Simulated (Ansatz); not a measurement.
Ansatz (an electronic-structure program) input file for F₃In, SMILES [F][In+]([F])[F] (connectivity only; charge and spin as stated), charge +1, multiplicity 2, PBE-D3(BJ)/def2-SVP. 

Ansatz 0.2 input:
```yaml
crystal:
  periodic: [false, false, false]
  atoms:
    - {symbol: In, position_ang: [0.00000000, -0.00000000, 0.19157270]}
    - {symbol: F, position_ang: [-0.00000000, -1.02762642, -1.56046005]}
    - {symbol: F, position_ang: [-0.00000000, 0.00000001, 2.07791319]}
    - {symbol: F, position_ang: [-0.00000000, 1.02762642, -1.56046007]}
basis:
  gaussian:
    orbitals: def2-SVP
hamiltonian:
  xc: pbe
  dispersion: d3bj
total_charge: 1
magnetization: {spin_polarized: true, initial_magnetization: 1}
relax: {f_tol: 0.002, max_steps: 200}
```

It prints:

```
WARN ansatz: RAYON_NUM_THREADS=1 ignored (pool sized by the plan → 1); use --threads N
Functional definition: PBE
integrals: 0.02 GiB planned
760 factors; their error is unknown
mean field: 0.18 GiB planned
mean field evaluation 1: about -13283.4603 eV, gradient 6.8e1 eV
mean field evaluation 2: about -13076.4096 eV, gradient 1.9e2 eV
mean field evaluation 4: about -13299.3981 eV, gradient 8.8e0 eV
mean field evaluation 8: about -13299.7942 eV, gradient 1.4e-1 eV
mean field evaluation 16: about -13299.7643 eV, gradient 1.8e-4 eV
mean field evaluation 32: about -13297.8887 eV, gradient 1.2e-5 eV
mean field evaluation 64: about -13299.7643 eV, gradient 2.5e-5 eV
mean field -13299.76434848 eV, -488.7573249027 hartree, gradient 2.5e-5 eV, S^2 0.753097; 4 other end points of the search recorded, 0 dependent functions left out
the calculation of the forces begins
reference -13299.76439845 eV, -488.7573267388 hartree; 24, 23 occupied and 44, 45 virtual orbitals, 760 factors
relax step   1: F+E_penalty+E_count = -13299.80398136 eV  Δ(F+E_penalty+E_count) = +0.000e0 eV  max|allowed force component| = 5.025e-1 eV/Å  Δτ_max = 0.0000 Å  (190 SCF iters, accepted)
these checks for a lower state are left out or cut short: starts, cluster_reference, orbital_swaps, neighbouring_geometries, increment
integrals: 0.02 GiB planned
760 factors; their error is unknown
mean field: 0.18 GiB planned
mean field -13299.77853457 eV, -488.7578462318 hartree, gradient 1.2e-5 eV, S^2 0.753226; 0 other end points of the search recorded, 0 dependent functions left out
the calculation of the forces begins
reference -13299.77858424 eV, -488.7578480571 hartree; 24, 23 occupied and 44, 45 virtual orbitals, 760 factors
relax step   2: F+E_penalty+E_count = -13299.81803528 eV  Δ(F+E_penalty+E_count) = -1.405e-2 eV  max|allowed force component| = 7.965e-2 eV/Å  Δτ_max = 0.0205 Å  (33 SCF iters, accepted)
these checks for a lower state are left out or cut short: starts, cluster_reference, orbital_swaps, neighbouring_geometries, increment
integrals: 0.02 GiB planned
760 factors; their error is unknown
mean field: 0.18 GiB planned
mean field -13299.77906991 eV, -488.7578659050 hartree, gradient 2.3e-5 eV, S^2 0.753260; 0 other end points of the search recorded, 0 dependent functions left out
the calculation of the forces begins
reference -13299.77911953 eV, -488.7578677287 hartree; 24, 23 occupied and 44, 45 virtual orbitals, 760 factors
relax step   3: F+E_penalty+E_count = -13299.81854789 eV  Δ(F+E_penalty+E_count) = -5.126e-4 eV  max|allowed force component| = 7.810e-3 eV/Å  Δτ_max = 0.0048 Å  (33 SCF iters, accepted)
these checks for a lower state are left out or cut short: starts, cluster_reference, orbital_swaps, neighbouring_geometries, increment
integrals: 0.02 GiB planned
760 factors; their error is unknown
mean field: 0.18 GiB planned
mean field -13299.77907087 eV, -488.7578659403 hartree, gradient 3.6e-5 eV, S^2 0.753260; 0 other end points of the search recorded, 0 dependent functions left out
the calculation of the forces begins
reference -13299.77912050 eV, -488.7578677645 hartree; 24, 23 occupied and 44, 45 virtual orbitals, 760 factors
relax step   4: F+E_penalty+E_count = -13299.81855220 eV  Δ(F+E_penalty+E_count) = -4.308e-6 eV  max|allowed force component| = 1.399e-2 eV/Å  Δτ_max = 0.0012 Å  (23 SCF iters, accepted)
these checks for a lower state are left out or cut short: starts, cluster_reference, orbital_swaps, neighbouring_geometries, increment
integrals: 0.02 GiB planned
760 factors; their error is unknown
mean field: 0.18 GiB planned
mean field -13299.77907985 eV, -488.7578662703 hartree, gradient 2.8e-5 eV, S^2 0.753264; 0 other end points of the search recorded, 0 dependent functions left out
the calculation of the forces begins
reference -13299.77912948 eV, -488.7578680942 hartree; 24, 23 occupied and 44, 45 virtual orbitals, 760 factors
relax step   5: F+E_penalty+E_count = -13299.81855837 eV  Δ(F+E_penalty+E_count) = -6.168e-6 eV  max|allowed force component| = 2.975e-4 eV/Å  Δτ_max = 0.0004 Å  (21 SCF iters, accepted)
integrals: 0.02 GiB planned
760 factors; their error is unknown
mean field: 0.18 GiB planned
mean field evaluation 96: about -13299.3616 eV, gradient 8.5e0 eV
mean field evaluation 128: about -13293.6543 eV, gradient 2.4e1 eV
mean field evaluation 160: about -13299.7181 eV, gradient 3.6e0 eV
mean field -13299.77907985 eV, -488.7578662703 hartree, gradient 2.8e-5 eV, S^2 0.753264; 5 other end points of the search recorded, 0 dependent functions left out
the calculation of the forces begins
reference -13299.77912948 eV, -488.7578680942 hartree; 24, 23 occupied and 44, 45 virtual orbitals, 760 factors
Total energy: -13299.81860800 eV, -488.7593189032 hartree
Atom 0 at    -0.000000    -0.000000     0.195553 Å, force     0.000000    -0.000000    -0.000298 eV/Å
Atom 1 at     0.000000    -1.043098    -1.573906 Å, force    -0.000000     0.000017     0.000020 eV/Å
Atom 2 at     0.000000     0.000000     2.100826 Å, force    -0.000000    -0.000000     0.000257 eV/Å
Atom 3 at     0.000000     1.043098    -1.573906 Å, force    -0.000000    -0.000017     0.000020 eV/Å
Dipole moment:    -0.000000    -0.000000     0.068956 e Å
```

Self-consistency was reached.

Cost: roughly 11 core-seconds.
